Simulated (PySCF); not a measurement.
## Electron correlation in Nb (niobium, neutral)

[Kr] 4d3 5s1 6s1, high-spin 6F determinant (an excited configuration). Computed with PySCF 2.14 in x2c-TZVPPall with one added diffuse shell each of s, p, d, f type (9s7p7d3f1g, 95 functions), with scalar relativity by spin-free X2C-1e. Frozen: [Ar] 3d10; 13 electrons correlated.

| level | correlation energy (mhartree) |
| --- | --- |
| CCSD | -293.67 |
| (T) | -7.63 |
| CCSD(T) | -301.30 |

Diagnostics: T1 = 0.012, D1 = 0.0582, largest double amplitude 0.043.

The outer electron is Rydberg-like, and this basis confines it to a smaller radius and binds it less than a complete one would.

Cost of the coupled-cluster step: roughly 60 core-seconds, for 13 correlated electrons.

Iterations:

```
CC2 = 0
CCSD nocc = (np.int64(9), np.int64(4)), nmo = (81, 81)
frozen orbitals [[0, 1, 2, 3, 4, 5, 6, 7, 8, 9, 10, 11, 12, 13], [0, 1, 2, 3, 4, 5, 6, 7, 8, 9, 10, 11, 12, 13]]
max_cycle = 100
direct = 0
conv_tol = 1e-08
conv_tol_normt = 1e-06
diis_space = 8
diis_start_cycle = 0
Init t2, MP2 energy = -0.278910222327474
Init E_corr(UCCSD) = -0.278910222337264
cycle = 1  E_corr(UCCSD) = -0.288728026113294  dE = -0.00981780378  norm(t1,t2) = 0.0492227
cycle = 2  E_corr(UCCSD) = -0.292470300090259  dE = -0.00374227398  norm(t1,t2) = 0.0186751
cycle = 3  E_corr(UCCSD) = -0.293675870371046  dE = -0.00120557028  norm(t1,t2) = 0.0108881
cycle = 4  E_corr(UCCSD) = -0.293892710294846  dE = -0.000216839924  norm(t1,t2) = 0.0404938
cycle = 5  E_corr(UCCSD) = -0.293745851921781  dE = 0.000146858373  norm(t1,t2) = 0.00359019
cycle = 6  E_corr(UCCSD) = -0.293639126429681  dE = 0.000106725492  norm(t1,t2) = 0.00106652
cycle = 7  E_corr(UCCSD) = -0.293673273080851  dE = -3.41466512e-05  norm(t1,t2) = 0.000607007
cycle = 8  E_corr(UCCSD) = -0.293672514083972  dE = 7.5899688e-07  norm(t1,t2) = 0.000228767
cycle = 9  E_corr(UCCSD) = -0.29366826055068  dE = 4.25353329e-06  norm(t1,t2) = 0.000125484
cycle = 10  E_corr(UCCSD) = -0.29366850831181  dE = -2.4776113e-07  norm(t1,t2) = 0.000113597
cycle = 11  E_corr(UCCSD) = -0.293668864751301  dE = -3.56439491e-07  norm(t1,t2) = 0.000109523
cycle = 12  E_corr(UCCSD) = -0.293669033206119  dE = -1.68454818e-07  norm(t1,t2) = 8.94668e-05
cycle = 13  E_corr(UCCSD) = -0.293669019984735  dE = 1.32213839e-08  norm(t1,t2) = 3.04784e-05
cycle = 14  E_corr(UCCSD) = -0.293668902570372  dE = 1.17414363e-07  norm(t1,t2) = 1.73661e-05
cycle = 15  E_corr(UCCSD) = -0.29366877485511  dE = 1.27715263e-07  norm(t1,t2) = 4.8917e-06
cycle = 16  E_corr(UCCSD) = -0.293668749159302  dE = 2.5695808e-08  norm(t1,t2) = 1.79101e-06
cycle = 17  E_corr(UCCSD) = -0.293668761242349  dE = -1.2083047e-08  norm(t1,t2) = 8.80863e-07
cycle = 18  E_corr(UCCSD) = -0.293668767421175  dE = -6.17882678e-09  norm(t1,t2) = 5.62523e-07
UCCSD converged
E(UCCSD) = -3817.385543843327  E_corr = -0.2936687674211753
UCCSD(T) correction = -0.00763000655152203
```

This basis was not built for core-valence correlation, so the inner-shell part is incomplete.
